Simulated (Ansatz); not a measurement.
Consider the silylene formation by 1,1-elimination: `N[Si](F)(F)[SiH3]` → `N[Si]F` + `F[SiH3]`.

Isolated molecules relaxed with PBE0-D4/def2-TZVP in Ansatz; ΔE leaves out vibrations. CCSD(T)/CBS adds triple-zeta CCSD(T) − MP2 to the extrapolated MP2 energy (def2 sets, frozen cores). This one scheme is used for every species. Functionals use def2-TZVPP. B3LYP here is the variant with VWN-RPA as its local correlation; programs differ in this. HSE06 is defined as in plane-wave codes. Each species was taken in one conformer, which may not be the lowest.

`N[Si](F)(F)[SiH3]`:

```xyz
10

N    -1.643   -0.574   -0.419
Si   -0.086   -0.056   -0.822
F    -0.275    1.180   -1.809
F     0.751   -1.121   -1.669
Si    1.171    0.503    1.064
H    -1.806   -1.275    0.284
H    -2.411   -0.496   -1.067
H     1.089   -0.618    2.039
H     2.594    0.728    0.703
H     0.617    1.728    1.696
```

`N[Si]F`:

Cartesian coordinates in Å:
```
N -0.367 0.422 -0.206
Si 0.664 -0.112 1.038
F 1.118 -1.525 0.384
H -0.559 -0.087 -1.058
H -0.856 1.302 -0.158
```

`F[SiH3]`:

```xyz
5

F    -0.968   -1.138    0.447
Si    0.025    0.029   -0.012
H    -0.737    1.300   -0.052
H     0.550   -0.306   -1.356
H     1.129    0.116    0.972
```

```tsv
level	ΔE (kJ/mol)	difference from CCSD(T)/CBS
LDA (SPW92)	181.1	28.8
PBE-D4	157.7	5.4
BLYP-D4	133.0	-19.3
r2SCAN-D4	170.4	18.1
B97M-V	157.5	5.2
PBE0-D4	169.6	17.3
B3LYP-D4	146.0	-6.3
r2SCANh-D4	172.6	20.3
r2SCAN0-D4	175.6	23.3
HSE06-D4	169.2	16.9
BHLYP-D4	159.1	6.8
ωB97X-V	161.7	9.4
ωB97M-V	140.9	-11.4
PBE-QIDH	168.6	16.3
PBE	147.7	-4.6
revPBE	133.2	-19.1
BLYP	112.9	-39.4
r2SCAN	167.8	15.5
B3LYP	130.1	-22.2
r2SCANh	169.7	17.4
r2SCAN0	172.5	20.2
HSE06	160.9	8.6
BHLYP	145.1	-7.2
LC-ωPBE	170.1	17.8
RPA@PBE/def2-TZVPP	129.6	-22.7
HF/def2-SVP	134.1	-18.2
MP2/def2-SVP	142.8	-9.5
CCSD/def2-SVP	132.4	-19.9
CCSD(T)/def2-SVP	132.8	-19.5
HF/def2-TZVPP	137.8	-14.5
MP2/def2-TZVPP	153.3	1.0
SCS-MP2/def2-TZVPP	143.0	-9.3
CCSD/def2-TZVPP	146.5	-5.8
CCSD(T)/def2-TZVPP	148.1	-4.2
HF/def2-QZVPP	136.9	-15.4
MP2/def2-QZVPP	155.4	3.1
SCS-MP2/def2-QZVPP	145.9	-6.4
HF/CBS(def2)	136.8	-15.5
MP2/CBS(def2)	157.5	5.2
CCSD/CBS(def2)	150.8	-1.5
CCSD(T)/CBS	152.3	0
```

Largest T1 diagnostic among the species: 0.014.

At CCSD(T), def2-SVP lies −19.5 kJ/mol from the extrapolated value and def2-TZVPP −4.2 kJ/mol. In def2-TZVPP, CCSD(T) changes the Hartree–Fock value by +10.3 kJ/mol (the triples alone add +1.5 kJ/mol) and MP2 by +15.5 kJ/mol.
